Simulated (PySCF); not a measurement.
BClH₂OSe. Atoms are numbered in the order given.

```xyz
6

B      0.4560     0.5847     0.0000
Cl    -0.7320     1.9029     0.0000
O      1.7793     0.8435     0.0000
H      1.9822     1.7875     0.0000
Se    -0.2112    -1.2346     0.0000
H      1.1267    -1.8339     0.0000
```
Charge 0, spin multiplicity 1.

The structure is a stationary point at ωB97X-D3(BJ)/def2-SVP. Other conformers were not sampled.

Level of theory: TDDFT-LC-ωPBE/def2-SVPD in PySCF.

Vertical excitations.  State labels are in the subgroup Cs.

```csv
state,symmetry,energy (eV),λ (nm),f,main pairs
S1,A",6.06,204,0.002,HOMO→LUMO+4 68 %
S2,A',6.52,190,0.191,HOMO→LUMO+1 93 %
S3,A",6.97,178,0.056,"HOMO→LUMO 63 %, HOMO→LUMO+2 16 %, HOMO→LUMO+10 11 %"
S4,A",7.65,162,0.000,HOMO−1→LUMO+1 83 %
S5,A",7.90,157,0.011,"HOMO→LUMO+2 46 %, HOMO→LUMO 13 %, HOMO→LUMO+7 9 %"
S6,A",8.16,152,0.002,HOMO−2→LUMO+1 76 %
S7,A",8.39,148,0.001,"HOMO→LUMO+3 67 %, HOMO→LUMO+2 10 %"
S8,A',8.56,145,0.056,"HOMO−1→LUMO+4 33 %, HOMO−1→LUMO 15 %, HOMO−3→LUMO+1 13 %, HOMO→LUMO+5 7 %"
S9,A',8.62,144,0.049,"HOMO→LUMO+5 68 %, HOMO−3→LUMO+1 19 %"
S10,A',8.67,143,0.025,"HOMO−3→LUMO+1 51 %, HOMO→LUMO+5 17 %, HOMO−1→LUMO 11 %"
T1,A',5.50,226,0,HOMO→LUMO+1 92 %
T2,A",5.55,223,0,HOMO→LUMO+4 65 %
T3,A",6.60,188,0,"HOMO→LUMO 50 %, HOMO→LUMO+10 16 %, HOMO→LUMO+2 16 %"
T4,A",7.18,173,0,HOMO−1→LUMO+1 81 %
```
Triplets are in the Tamm–Dancoff approximation, which puts them higher than full response would, so one can lie above its singlet here.
